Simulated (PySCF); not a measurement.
From one molecule to another.

First species: C₅H₁₁NO₂Si.
SMILES: `C(=O)(N)C/C(OC)=C\[SiH3]`

Second species: C5H14NPSSi.
Cartesian coordinates in Å at the GFN2-xTB level; atoms count from 1:
```
atom  x, y, z in Å
C1     1.0256   -1.9065   -1.0414
P2     0.2957   -0.3500   -0.3892
N3     1.1934    0.9233   -0.3071
Si4    2.5597    1.2318    0.6876
C5    -0.5509   -0.8817    1.1681
C6    -1.3487    0.3053    1.6752
S7    -2.7782    0.6477    0.6033
C8    -1.9013    1.1707   -0.9023
C9    -1.1051    0.0296   -1.5087
H10    1.7795   -2.2574   -0.3376
H11    0.2721   -2.6773   -1.1885
H12    1.5121   -1.6754   -1.9884
H13    3.6338    0.2441    0.5073
H14    2.9814    2.5655    0.2726
H15    2.2263    1.2250    2.1231
H16   -1.2004   -1.7424    0.9944
H17    0.2215   -1.1576    1.8933
H18   -0.7246    1.2021    1.6982
H19   -1.7654    0.1248    2.6665
H20   -2.6789    1.5270   -1.5783
H21   -1.2355    1.9949   -0.6402
H22   -0.6830    0.3361   -2.4708
H23   -1.7338   -0.8528   -1.6541
```

Levels: PBE0/pcSseg-1 for HOMO energy, LUMO energy and HOMO–LUMO gap. Geometries: GFN2-xTB. Each species is one conformer at its optimised geometry, gas phase, non-relativistic unless stated. Electronic properties by PySCF.

Dipoles, sizes and rotational constants follow the conformer. The torsions of the flexible species, by atom-mapped SMILES:
- `[CH3:1][O:2]/[C:3](=[CH:4]/[SiH3:5])[CH2:6][C:7]([NH2:8])=[O:9]`: C1–O2–C3–C4 1°, O2–C3–C6–C7 -86°, C3–C6–C7–N8 63°, H–N8–C7–C6 -176°, H–N8–C7–C6 -8°

The conformers of `CP1(=N[SiH3])CCSCC1` aren't listed.

Values for the first species:

```
HOMO energy   : -6.88 eV
LUMO energy   : -0.13 eV
HOMO–LUMO gap : 6.75 eV
```

(1) Estimate the same properties for the second species, and the change in each.

Results:

(1) 
| property | first | second | second less first |
| --- | --- | --- | --- |
| HOMO energy | -6.88 eV | -6.53 eV | +0.35 eV |
| LUMO energy | -0.13 eV | 0.66 eV | +0.79 eV |
| HOMO–LUMO gap | 6.75 eV | 7.19 eV | +0.44 eV |

